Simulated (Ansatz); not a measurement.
**Question.** Name a neutral molecule of C, Ga, Si and H with HOMO–LUMO gap (B3LYP/def2-TZVPP) between 4.45 and 4.75 eV and HOMO–LUMO gap (PBE0/def2-TZVPP) between 4.95 and 5.25 eV (Ansatz, PBE0-D4/def2-TZVP geometry).

**Answer.** `C#C[SiH2][GaH2]` (4.73 eV, 5.18 eV). Other molecules can fit too; these were computed, each in one conformer that needn't be the lowest.

B3LYP here is the variant with VWN-RPA as its local correlation; programs differ in this.
